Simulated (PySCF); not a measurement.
SMILES CS[SiH2]C(C)=O (GFN2-xTB optimised geometry):

```
14

C      2.853    -0.938    -0.378
S      1.053    -1.160    -0.497
Si     0.418     0.824     0.000
C     -1.501     0.824     0.000
C     -2.229    -0.486     0.024
O     -2.064     1.893     0.000
H      3.306    -1.893    -0.618
H      3.173    -0.185    -1.090
H      3.116    -0.642     0.632
H      0.916     1.154     1.335
H      0.928     1.767    -0.990
H     -1.965    -1.015     0.938
H     -3.306    -0.340    -0.023
H     -1.891    -1.098    -0.810
```

Level of theory: PBE0/def2-TZVP in PySCF.

Problem. What are the frontier orbital energies and the dipole moment?

Solution. HOMO-2 -8.75 eV, HOMO-1 -7.05 eV, HOMO -6.97 eV, LUMO -1.27 eV, LUMO+1 -0.02 eV; dipole moment 2.62 D.

Meta-Löwdin charges at PBE0/def2-TZVP: C1 -0.40, S2 -0.20, Si3 0.52, C4 0.20, C5 -0.40, O6 -0.39, H7 0.15, H8 0.13, H9 0.13, H10 -0.09, H11 -0.09, H12 0.15, H13 0.14, H14 0.14.
